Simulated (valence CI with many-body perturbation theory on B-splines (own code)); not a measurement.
**Missing levels of Nd⁴⁶⁺**

Calculated by configuration interaction combined with many-body perturbation theory (CI+MBPT): four valence electrons over a frozen Dirac-Fock core [Ne], a basis of 11 s, 11 p, 10 d, 8 f, 5 g, 2 h functions for each j, with the one-electron correlation potential Σ1 (screened to all orders), the two-electron term Σ2, the three-electron term Σ3, Breit, model QED; selected single and double excitations, second order for the rest, scaled by the run's own slope (own B-spline code, finite nucleus).

No measured spectrum was set against this ion. As an estimate, large intervals hold to a few tenths of a per cent, small ones and those within an open d or f shell to about a per cent. Among the levels kept, up to 590 cm⁻¹ of a level comes from second order outside the variational space, and about a tenth of that is noise between levels of different J, which matters for small intervals.

| Level | E (× 10³ cm⁻¹) |
| --- | --- |
| (3s^2 3p1/2^2) J=0 | 0.00 |
| (3s^2 3p1/2 3p3/2) J=1 | ? |
| (3s^2 3p1/2 3p3/2) J=2 | ? |
| (3s 3p1/2^2 3p3/2) J=2 | 1976.7 |
| (3s^2 3p3/2^2) J=2 | 2111.3 |
| (3s 3p1/2^2 3p3/2) J=1 | 2157.5 |
| (3s^2 3p3/2^2) J=0 | 2239.0 |
| (3s^2 3p1/2 3d3/2) J=2 | ? |
| (3s^2 3p1/2 3d3/2) J=1 | ? |
| (3s^2 3p1/2 3d5/2) J=2 | ? |
| (3s^2 3p1/2 3d5/2) J=3 | 2710.9 |
| (3s 3p1/2 3p3/2^2) J=2 [a] | 2983.3 |
| (3s 3p1/2 3p3/2^2) J=3 | 3068.1 |
| (3s 3p1/2 3p3/2^2) J=0 | ? |
| (3s 3p1/2 3p3/2^2) J=1 [a] | 3218.0 |
| (3s 3p1/2 3p3/2^2) J=2 [b] | 3236.2 |
| (3s 3p1/2 3p3/2^2) J=1 [b] | 3300.5 |
| (3s 3p1/2^2 3d3/2) J=1 | 3358.5 |
| (3s 3p1/2^2 3d3/2) J=2 | 3398.8 |
| (3s^2 3p3/2 3d3/2) J=3 | 3605.7 |

Levels are named by their leading jj configuration (3d3/2^4 stands for four electrons in 3d with j = 3/2), which in mixed levels can hold well under half, so a name can repeat and another be missing. Letters in brackets count levels of one name in rising energy.

**Question.** The levels stand in rising order. What does the calculation give for the missing energies?

**Answer.** (3s^2 3p1/2 3p3/2) J=1 1004.6; (3s^2 3p1/2 3p3/2) J=2 1063.7; (3s^2 3p1/2 3d3/2) J=2 2364.8; (3s^2 3p1/2 3d3/2) J=1 2618.0; (3s^2 3p1/2 3d5/2) J=2 2693.5; (3s 3p1/2 3p3/2^2) J=0 3138.5.
